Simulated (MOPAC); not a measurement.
Input for MOPAC: PM6 on I2+, 2S+1 = 2, a spin state set in the input, which need not be the lowest, a point of a bond scan (R = 2.648 Å). Charge +1.

```
PM6 1SCF PRECISE CHARGE=1 UHF MS=0.5 THREADS=1
I2

I      0.00000000 1     0.00000000 1     0.00000000 1
I      0.00000000 1     0.00000000 1     2.64825400 1
```

The log:

```
*******************************************************************************
 **                                                                           **
 **                              MOPAC v23.2.5                                **
 **                                                                           **
 *******************************************************************************
 ** MOPAC's Digital Object Identifier: https://doi.org/10.5281/zenodo.6511958 **
 **                                                                           **
 ** Please cite the open-source release paper for use of this MOPAC version:  **
 ** J. E. Moussa and J. J. P. Stewart (2026)                                  **
 ** MOPAC: An open-source semiempirical molecular orbital program             **
 ** J. Open Source Softw., 11(119), 8025, https://doi.org/10.21105/joss.08025 **
 *******************************************************************************

                              PM6 CALCULATION RESULTS

 *******************************************************************************
 *  PM6        - The PM6 Hamiltonian to be used
 *  UHF        - UNRESTRICTED HARTREE-FOCK CALCULATION
 *
 *
 *
 *                 CHARGE ON SYSTEM = +1
 *
 *
 *
 *  MS=        - IN MECI, MAGNETIC COMPONENT OF SPIN =  0.5
 *  PRECISE    - TIGHTER CRITERIA TO BE USED
 *  1SCF       - DO 1 SCF AND THEN STOP
 *  THREADS=1  - MULTI-THREADING NOT USED
 *  T=         - A TIME OF 172800.0 SECONDS REQUESTED
 *  DUMP=N     - RESTART FILE WRITTEN EVERY 7200.0 SECONDS REQUESTED
 *******************************************************************************
PM6 1SCF PRECISE CHARGE=1 UHF MS=0.5 THREADS=1
 I2

   ATOM   CHEMICAL          X               Y               Z
  NUMBER   SYMBOL      (ANGSTROMS)     (ANGSTROMS)     (ANGSTROMS)

     1       I          0.00000000  *   0.00000000  *   0.00000000  *
     2       I          0.00000000  *   0.00000000  *   2.64825400  *



          CARTESIAN COORDINATES

    NO.       ATOM           X           Y           Z

     1         I          0.0000      0.0000      0.0000
     2         I          0.0000      0.0000      2.6483

 General Reference for PM6:
 "Optimization of Parameters for Semiempirical Methods V: Modification of NDDO Approximations
 and Application to 70 Elements", J. J. P. Stewart, J. Mol. Mod., 13, 1173-1213 (2007)
 URL: https://link.springer.com/article/10.1007/s00894-007-0233-4

           Empirical Formula: I2  =     2 atoms



      MOLECULAR POINT GROUP   :   D*h


          UHF CALCULATION, NO. OF ALPHA ELECTRONS =    7
                           NO. OF BETA  ELECTRONS =    6

 -------------------------------------------------------------------------------
 PM6 1SCF PRECISE CHARGE=1 UHF MS=0.5 THREADS=1
 I2



     1SCF WAS SPECIFIED, SO BFGS WAS NOT USED
     SCF FIELD WAS ACHIEVED


                              PM6 CALCULATION
                                                       MOPAC v23.2.5 Linux




          FINAL HEAT OF FORMATION =        241.99215 KCAL/MOL =    1012.49516 KJ/MOL


          COSMO AREA              =        105.05 SQUARE ANGSTROMS
          COSMO VOLUME            =         93.16 CUBIC ANGSTROMS

          IONIZATION POTENTIAL    =         15.278853 EV
          ALPHA SOMO LUMO (EV)    =        -15.748 -9.980
          BETA  SOMO LUMO (EV)    =        -15.279 -9.693
          NO. OF ALPHA ELECTRONS  =          7
          NO. OF BETA  ELECTRONS  =          6
          MOLECULAR WEIGHT        =        253.8090         POINT GROUP:  D*h

          MOLECULAR DIMENSIONS (Angstroms)

            Atom       Atom       Distance
            I     2    I     1     2.64825
            I     2    I     1     0.00000
            I     1    I     2     0.00000


          SCF CALCULATIONS        =          1





   ATOM   CHEMICAL          X               Y               Z
  NUMBER   SYMBOL      (ANGSTROMS)     (ANGSTROMS)     (ANGSTROMS)

     1       I          0.00000000  *   0.00000000  *   0.00000000  *
     2       I          0.00000000  *   0.00000000  *   2.64825400  *

                             CARTESIAN COORDINATES

   1    I        0.000000000     0.000000000     0.000000000
   2    I        0.000000000     0.000000000     2.648254000


           Empirical Formula: I2  =     2 atoms



      MOLECULAR POINT GROUP   :   D*h


          ALPHA EIGENVALUES
 -28.37543 -26.82004 -19.13726 -18.80521 -18.13084 -16.75552 -15.74804  -9.97955
  92.99536  93.74041  94.33780  95.85430  95.98504  97.16885  97.57969  97.99024
  98.48864  99.23271


           BETA EIGENVALUES
 -26.27970 -24.42101 -18.18749 -17.68281 -16.08691 -15.27885  -9.69348  -9.31521
  93.70736  93.84305  94.83273  96.64105  96.64820  97.91491  98.59638  98.60930
  99.34179  99.57703


              NET ATOMIC CHARGES AND DIPOLE CONTRIBUTIONS

  ATOM NO.   TYPE          CHARGE      No. of ELECS.   s-Pop       p-Pop       d-Pop
    1          I           0.500000        6.5000     1.96652     4.52877     0.00471
    2          I           0.500000        6.5000     1.96652     4.52877     0.00471
 DIPOLE           X         Y         Z       TOTAL
 POINT-CHG.     0.000     0.000     0.000     0.000
 HYBRID         0.000    -0.000    -0.000     0.000
 SUM            0.000    -0.000     0.000     0.000


          ATOMIC ORBITAL ELECTRON POPULATIONS

     Atom    s        px        py        pz      x^2-y^2     xz        z^2       yz        xy
    1  I   1.96652   1.99915   1.49903   1.03059   0.00009   0.00085   0.00280   0.00097   0.00000
    2  I   1.96652   1.99915   1.49903   1.03059   0.00009   0.00085   0.00280   0.00097   0.00000


                    (SZ)    =    0.500000
                    (S**2)  =    0.753398


          ATOMIC ORBITAL SPIN POPULATIONS

    Atom   Total    s     px     py     pz   x^2-y^2  xz     z^2    yz     xy
         Atomic
    1  I  0.5000  0.009 -0.000  0.500 -0.009 -0.000  0.000  0.000 -0.000 -0.000
    2  I  0.5000  0.009 -0.000  0.500 -0.009 -0.000  0.000  0.000 -0.000 -0.000

 **********************
 *                    *
 * JOB ENDED NORMALLY *
 *                    *
 **********************




 == MOPAC DONE ==
```

The run finished.

Cost: very roughly 0.03 core-seconds.
